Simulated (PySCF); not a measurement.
ZrI₃ (doublet). All numbers come from UB3LYP in PySCF with Zr def2-TZVP with ECP28, I def2-TZVP with ECP28; scalar-relativistic core potentials, no spin–orbit coupling; density-fitted integrals.

Harmonic bands of its minimum:

```json
{"ω (cm⁻¹)": "43", "IR (km/mol, summed over degenerate members)": "0.0", "degeneracy": "2"}
{"ω (cm⁻¹)": "48", "IR (km/mol, summed over degenerate members)": "2.1", "degeneracy": "1"}
{"ω (cm⁻¹)": "152", "IR (km/mol, summed over degenerate members)": "0.0", "degeneracy": "1"}
{"ω (cm⁻¹)": "258", "IR (km/mol, summed over degenerate members)": "112", "degeneracy": "2"}
```

Question: The central atom is Zr. Infer the point group and assign the bands.

Answer: D3h. The modes span 2e' + a2'' + a1': 43 e', 48 a2'', 152 a1', 258 e'. The computed geometry has Zr–I 2.711 Å (×3); I–Zr–I 120.0° (×3).

Only a few start shapes were tried, so a lower isomer may exist. Open d and f shells are described by one determinant, and the ground state may have another occupation or spin. No spin–orbit coupling is included, which matters more the heavier the element.
